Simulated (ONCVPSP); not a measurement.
# Mo, ONCV: configuration errors across variants

* Element: Mo
* Generator: ONCVPSP 4.0.1
* Type: optimised norm-conserving Vanderbilt (ONCV)
* Functional: BLYP
* Relativity: scalar-relativistic
* Frozen core: [Ar] 3d10
* Valence charge: 14
* Reference configuration: 4s2 4p6 4d5 5s1
* Partial waves: 4s+5s: rc 1.85 bohr, ncon 4, nbas 9, qcut 6.7 1/bohr, 2 projectors; 4p: rc 1.15 bohr, ncon 3, nbas 6, qcut 7.4 1/bohr, 2 projectors, debl 3.6 Ha; 4d: rc 1.85 bohr, ncon 4, nbas 8, qcut 7.3 1/bohr, 2 projectors, debl 2.7 Ha; f scattering state at 0.2 Ha: rc 1.45 bohr, ncon 4, nbas 7, qcut 7.1 1/bohr, 3 projectors, debl 2.1 Ha
* Local potential: polynomial inside 1.10 bohr (lpopt 5, dvloc0 0 Ha)
* Core correction: none

All-electron excitation energies from the reference (eV): (1) 4s2 4p6 4d5 5s0 6.935; (2) 4s2 4p6 4d4 5s0 22.337; (3) 4s2 4p6 4d3 5s0 48.992; (4) 4s2 4p6 4d4 5s1 7.938.

1 further variants failed, have other tests or another functional or relativity, and are left out.

A true bound ghost makes a file unfit for plane-wave use even where its test errors are small: the radial tests pick states by their node count and pass the ghost by.

Errors AE − PS in meV (a dash: test not solved or not reliable):

| change | (1) | (2) | (3) | (4) | bound ghosts | GHOST(+) flags above zero |
| --- | --- | --- | --- | --- | --- | --- |
| base | -1.3 | -1.1 | +3.8 | +1.2 | f | s |
| f: qcut 9.8 | -1.3 | -1.1 | +3.8 | +1.2 | none | s |
| local potential polynomial inside 1.10 bohr (lpopt 5, dvloc0 -0.5 Ha) | -1.3 | -1.1 | +3.8 | +1.2 | f | s |
| d: rc 2.12 | -1.1 | -1.2 | +8.8 | +1.7 | f | s |
| s: qcut 4.3; p: qcut 4.8; d: qcut 4.7; f: qcut 4.6 | -1.1 | -0.7 | +22 | +3.0 | f | s, f |
| s: rc 2.08 | -1.4 | -1.1 | +4.7 | +1.2 | f | s |
| f: debl 0.45 | -1.3 | -1.1 | +3.8 | +1.2 | f | s, f |
| p: qcut 6.5 | -1.3 | -1.1 | +3.9 | +1.2 | f | s |

Q: Give the same row for: all radii scaled by about 0.81 (s 1.50, p 0.94, d 1.50, f 1.18 bohr); local potential polynomial inside 0.90 bohr (lpopt 5, dvloc0 0 Ha).

A: -1.2, -0.9, +1.4, +1.1; bound ghosts: f; GHOST(+) flags above zero: s, p, f.
